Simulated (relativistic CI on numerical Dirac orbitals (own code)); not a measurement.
## Electric-dipole lines of Au21+

Method of calculation: Dirac-Coulomb-Breit CI, separate exchange-only KLI orbitals for each configuration, QED by a radiative potential, unscaled Slater integrals (own radial code, finite nucleus).

Configurations in the expansion (outside the closed core [Ar] 3d10): 4s2.4p6.4d10.4f12, 4s2.4p6.4d10.4f11.5s, 4s2.4p6.4d10.4f10.5s2, 4s2.4p6.4d10.4f11.5p, 4s2.4p6.4d10.4f10.5s.5p, 4s2.4p6.4d9.4f13, 4s2.4p6.4d10.4f10.5p2, 4s2.4p6.4d10.4f10.5s.5d, 4s2.4p6.4d10.4f11.5d, 4s2.4p6.4d8.4f14, 4s2.4p6.4d9.4f11.5s2, 4s2.4p6.4d10.4f11.5f, 4s2.4p6.4d10.4f11.6s, 4s2.4p6.4d9.4f12.5s, 4s2.4p5.4d10.4f13, 4s2.4p6.4d10.4f11.6p, 4s2.4p6.4d10.4f11.5g, 4s2.4p6.4d10.4f11.6d, 4s2.4p6.4d9.4f12.5p, 4s2.4p6.4d10.4f11.7s, 4s.4p6.4d10.4f13, 4s2.4p6.4d8.4f13.5s, 4s2.4p6.4d10.4f11.6g, 4s2.4p4.4d10.4f14, 4s2.4p5.4d10.4f12.5s, 4s2.4p5.4d9.4f14, 4s.4p6.4d10.4f11.5s2, 4p6.4d10.4f14, 4s.4p6.4d9.4f14, 4s.4p6.4d10.4f12.5s, 4s2.4p5.4d10.4f12.6s, 4s.4p5.4d10.4f14, 4s.4p6.4d10.4f12.6s, 4s.4p6.4d10.4f12.7s. Levels of other configurations are missing.

```csv
λ vac (Å),Lower,Upper,A (s⁻¹),E lower (eV),E upper (eV)
168.15,4s2.4p6.4d10.4f11.5s 5I°_8 [14],4s2.4p6.4d10.4f11.5p 5I_8 [270],5.44e+10,34.133,107.867
168.80,4s2.4p6.4d10.4f11.5s 5S°_2 [22],4s2.4p6.4d10.4f11.5p 5P_3 [296],7.86e+10,39.502,112.952
168.98,4s2.4p6.4d10.4f11.5s 5I°_6 [17],4s2.4p6.4d10.4f11.5p 5I_7 [286],5.81e+10,37.900,111.271
169.62,4s2.4p6.4d10.4f11.5s 3H°_6 [39],4s2.4p6.4d10.4f11.5p 3I_7 [331],6.65e+10,44.031,117.126
170.01,4s2.4p6.4d10.4f11.5s 3H°_4 [19],4s2.4p6.4d10.4f11.5p 3G_3 [288],7.26e+10,38.553,111.482
170.19,4s2.4p6.4d10.4f11.5s 5F°_5 [16],4s2.4p6.4d10.4f11.5p 3H_6 [283],5.85e+10,37.811,110.660
170.23,4s2.4p6.4d10.4f11.5s 5G°_6 [27],4s2.4p6.4d10.4f11.5p 5H_7 [308],6.82e+10,41.696,114.531
170.30,4s2.4p6.4d10.4f11.5s 5I°_5 [20],4s2.4p6.4d10.4f11.5p 5H_4 [289],6.22e+10,38.739,111.543
170.58,4s2.4p6.4d10.4f11.5s 5I°_8 [14],4s2.4p6.4d10.4f11.5p 5K_9 [268],8.72e+10,34.133,106.818
170.70,4s2.4p6.4d10.4f11.5s 5I°_7 [15],4s2.4p6.4d10.4f11.5p 3H_6 [272],6.74e+10,35.687,108.320
170.82,4s2.4p6.4d10.4f11.5s 5F°_4 [30],4s2.4p6.4d10.4f11.5p 5G_5 [309],6.23e+10,42.079,114.663
170.96,4s2.4p6.4d10.4f11.5s 3I°_6 [21],4s2.4p6.4d10.4f11.5p 3K_7 [291],4.31e+10,39.132,111.654
171.32,4s2.4p6.4d10.4f11.5s 1H°_5 [25],4s2.4p6.4d10.4f11.5p 5G_6 [299],6.59e+10,41.226,113.596
171.43,4s2.4p6.4d10.4f11.5s 5I°_7 [15],4s2.4p6.4d10.4f11.5p 3I_7 [271],5.51e+10,35.687,108.012
171.77,4s2.4p6.4d10.4f11.5s 5I°_7 [15],4s2.4p6.4d10.4f11.5p 5I_8 [270],3.03e+10,35.687,107.867
171.94,4s2.4p6.4d10.4f11.5s 3I°_7 [18],4s2.4p6.4d10.4f11.5p 5K_8 [281],7.52e+10,38.488,110.597
172.24,4s2.4p6.4d10.4f11.5s 3K°_8 [35],4s2.4p6.4d10.4f11.5p 3L_9 [315],8.46e+10,43.361,115.344
173.78,4s2.4p6.4d10.4f11.5s 3L°_9 [58],4s2.4p6.4d10.4f11.5p 3M_10 [350],8.32e+10,47.505,118.849
274.71,4s2.4p6.4d10.4f11.5s 5I°_8 [14],4s2.4p6.4d10.4f11.5p 5H_7 [96],1.48e+10,34.133,79.266
277.54,4s2.4p6.4d10.4f11.5s 5I°_7 [15],4s2.4p6.4d10.4f11.5p 3K_8 [98],1.05e+10,35.687,80.360
```

Terms are leading LS components. Brackets give the number of a level in order of energy, since labels repeat. The list gives strong lines, with weight on those to low levels, without lines whose two gauges differ by over a factor of 2.5, among the lowest 400 of 9968 levels, so that lines to higher ones, which can be the strongest, are missing. Levels whose partners in the same complex of configurations lie outside the list can be far off, and so can their lines. Rates are taken at the computed energies, electric ones in the length gauge.

At this charge transitions that keep the count of f electrons are usually good to a few per cent. Terms inside the open d or f shell come out 10 to 20 % too wide with unscaled integrals. Levels that differ in their count of f electrons can be misplaced by several ten thousand cm⁻¹, since the correlation energy of f electrons is missing or only estimated; rates across such gaps can be off by orders of magnitude.

(1) From the table, what is the radiative lifetime of 4s2.4p6.4d10.4f11.5p 5I_8?

## Answers

(1) The listed rates from this level add up to about 8.47e+10 s⁻¹, 97 % of its decay; with all channels τ = 1.15e-11 s.

LS names give the leading component of a level, which can be under half, so a name can repeat, a term be missing and a line seem to break the LS rules.
